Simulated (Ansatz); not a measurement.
Mulliken charges of `[NH2][In]1[CH2]S[S]1` from ωB97M-V/def2-TZVPP in Ansatz (PBE0-D4/def2-TZVP geometry).

| atom | x (Å) | y (Å) | z (Å) | charge (e) |
| --- | --- | --- | --- | --- |
| N1 | -0.801 | 1.177 | 1.920 | -0.428 |
| In2 | -0.287 | 0.298 | 0.192 | 0.677 |
| C3 | 0.973 | -1.115 | -0.841 | -0.455 |
| S4 | 0.115 | -1.037 | -2.430 | -0.038 |
| S5 | -1.482 | 0.236 | -1.906 | -0.301 |
| H6 | -1.399 | 1.988 | 1.839 | 0.120 |
| H7 | -0.056 | 1.379 | 2.571 | 0.113 |
| H8 | 0.920 | -2.114 | -0.403 | 0.157 |
| H9 | 2.016 | -0.811 | -0.941 | 0.155 |

Question: By hand: the dipole of these point charges (1 e Å = 4.8032 D).

Answer: Σ q r = (0.430, 0.110, 0.659) e Å, of length 0.795 e Å = 3.82 D.

Question: How does the dipole of the full density compare? (Estimate.)

Answer: Computed: (0.439, 0.265, 0.782) e Å, 4.49 D; the point charges give 0.85 times that, at 9° from its direction.

Point charges leave out the atoms' own dipoles, such as those of lone pairs, and Mulliken's split depends on the basis, so the close match here is no proof of good charges.
